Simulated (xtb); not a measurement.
Input file for xtb: GFN2-xTB on CH8Si (a complex), monomers drawn apart or pushed together.

```
$ xtb mol.xyz --gfn 2 --sp --chrg 0 --uhf 0
10

H     -0.61203198     0.30408096     0.13778172
H      0.03070897     0.26850090    -0.23557631
C      0.80338409    -1.17277188     3.74310198
Si    -0.19698753     0.38843624     4.02594409
H      1.76418540    -1.11685442     4.25800401
H      0.99718529    -1.32289288     2.67983785
H      0.27044162    -2.04882306     4.11711879
H     -0.45959084     0.58417620     5.47289733
H     -1.50181007     0.30805114     3.32453471
H      0.53029658     1.57716843     3.51870082
```

Question: What total energy does the run end on?

Answer: -7.9017 hartree.
